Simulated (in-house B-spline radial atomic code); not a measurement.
K⁸⁺. Computed with a B-spline radial atomic code. Model: all-electron spherical atom, spin shells full or empty, radial basis limit, no spin-orbit coupling: exact exchange with a local potential (Slater, KLI or optimised effective potential, whose far tail is KLI's), no correlation.

Empty minority-spin level lies below the highest occupied level: each spin potential is zero at infinity, spin occupations fixed.

Exchange potential has not reached -1/r at the last radius.

The run also made RPA and GW results, which its time includes.

The Slater potential averages the orbital exchange potentials with the orbital densities as weights, KLI adds orbital constants, and the optimised effective potential minimises the exact-exchange energy among local potentials. So their energies lie above Hartree-Fock in the order OEP, KLI, Slater. All fall off as −1/r, unlike LDA and GGA exchange.

Command:
```bash
python run_gw.py task.json out
```
Settings (nuclear radius in fm, other lengths in bohr, energies in hartree):
```
Z                      19
electrons              11
configuration          [Ne] 3s1
hamiltonian            x2c
method                 slater
lmax                   9
rms_radius             3.4349
spin_polarised         True
box_radius             7.7
intervals              98
ion_configuration      [He] 2s2 2p6
```

Cost of the run: 7.6 s on 1 thread of Arm Neoverse N1, on a shared host.

Given: hamiltonian one-electron scalar X2C; mean-field start Slater potential.

Computed: energy above Hartree-Fock 61.824 millihartree.

```csv
radius (bohr),r times exchange potential up (hartree bohr),r times exchange potential down (hartree bohr)
0.00263,-0.051666,-0.051319
0.00317,-0.062222,-0.061805
0.00381,-0.074695,-0.074195
0.00458,-0.089646,-0.089046
0.00552,?,?
0.00664,?,?
0.00799,-0.15485,-0.15383
0.00961,-0.18512,-0.18391
0.0116,-0.22157,-0.22013
0.0139,-0.26259,-0.26091
0.0167,-0.31073,-0.30878
0.0201,-0.36642,-0.36418
0.0242,-0.42934,-0.42681
0.0292,-0.49962,-0.49682
0.0351,-0.57354,-0.57052
0.0422,-0.65001,-0.64687
0.0508,-0.72568,-0.72255
0.0611,-0.79423,-0.79132
0.0735,-0.84877,-0.84635
0.0885,-0.88007,-0.87858
0.106,-0.88121,-0.88095
0.128,-0.86422,-0.86398
0.154,-0.87539,-0.8711
0.185,-0.94947,-0.93839
0.223,-1.0748,-1.0582
0.269,-1.2126,-1.1939
0.323,-1.3259,-1.3085
0.389,-1.3968,-1.384
0.468,-1.4076,-1.4084
0.563,-1.333,-1.3881
0.677,-1.1413,-1.3397
0.815,-0.95987,-1.2811
0.981,-0.92928,-1.2252
1.18,-0.96,-1.1773
1.42,-0.9857,-1.1374
1.71,-0.99677,-1.1045
2.06,-0.99963,-1.0775
```

Q: What belongs in the row 0.00552?

A: r times exchange potential up (hartree bohr): -0.1078; r times exchange potential down (hartree bohr): -0.10708.

Q: What belongs in the row 0.00664?

A: r times exchange potential up (hartree bohr): -0.12926; r times exchange potential down (hartree bohr): -0.1284.

```tsv
occupied	level (hartree)	Hartree-Fock level (hartree)
1s up	-139.24	-140.55
1s down	-139.19	-140.5
2s up	-20.316	-20.623
2s down	?	?
2p up	-17.723	-17.555
2p down	-17.713	-17.521
3s up	-6.625	-6.4438
```

Q: What belongs in the row 2s down?

A: level (hartree): -20.314; Hartree-Fock level (hartree): -20.542.

```csv
empty,level (hartree)
3s down,-6.8399
3p down,-6.1329
3p up,-5.924
3d down,-5.1627
3d up,-4.9564
4s down,?
4s up,-3.3393
4p down,-3.1398
4p up,?
4d down,-2.7846
4d up,-2.7282
4f down,-2.6271
```

Q: What belongs in the row 4s down?

A: level (hartree): -3.4059.

Q: What belongs in the row 4p up?

A: level (hartree): -3.0763.

The highest level, 3s up, differs from Hartree-Fock by -4.9 eV and the deepest, 1s up, by +35.9 eV: the Slater potential lacks the response part and is deeper than the optimised one throughout, so the top level comes too deep.
